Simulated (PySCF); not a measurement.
## Ti⁺: excitation energy

Ti⁺ [Ar] 3d2 4s1 (4F) → Ti⁺ [Ar] 3d1 4s2 (2D), as a difference of total energies. Calculation: PySCF 2.14, in aug-cc-pwCVTZ; no relativity, point nucleus. Correlated levels: valence: [Ar] frozen; valence and next inner shell: [Ne] frozen; nothing frozen. The calculations carry no spin-orbit coupling.

| method | excitation energy (eV) | difference from reference (eV) |
| --- | --- | --- |
| UHF | 4.064 | +0.980 |
| LDA | 4.023 | +0.939 |
| PBE | 4.153 | +1.069 |
| PBE0 | 4.140 | +1.056 |
| r2SCAN | 4.713 | +1.629 |
| wB97X-V | 3.852 | +0.768 |
| wB97M-V | 3.640 | +0.556 |
| BP86 | 4.107 | +1.023 |
| MP2 (valence) | 3.471 | +0.387 |
| SCS-MP2 (valence) | 3.147 | +0.063 |
| MP2 (valence and next inner shell) | 3.484 | +0.400 |
| SCS-MP2 (valence and next inner shell) | 3.275 | +0.191 |
| MP2 (all electrons) | 3.494 | +0.410 |
| SCS-MP2 (all electrons) | 3.280 | +0.196 |

Reference: 3.084 eV (measured; NIST levels, between the centres of gravity of the two terms).

These non-relativistic numbers lack the scalar-relativistic shift.

Errors of the correlated levels include the incompleteness of this basis and the frozen core.
